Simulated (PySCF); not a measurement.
# Electron correlation in V⁺ (vanadium, charge +1)

[Ar] 3d3 4p1, one real determinant (an excited configuration). Computed with PySCF 2.14 in aug-cc-pVTZ-DK (8s7p5d3f2g, 93 functions), with the spin-free X2C one-electron Hamiltonian (Gaussian nucleus). Frozen: [Ar]; 4 electrons correlated.

```tsv
level	correlation energy (mhartree)
CCSD	-31.51
(T)	-0.77
CCSD(T)	-32.28
```

Diagnostics: T1 = 0.011, D1 = 0.0241, largest double amplitude 0.070.

The real determinant used has ⟨L²⟩ near 14 against 20 for a pure G term, so it mixes terms.

Cost of the coupled-cluster step: roughly 9 core-seconds, for 4 correlated electrons.

The reference is one real determinant that mixes LS terms of this configuration.
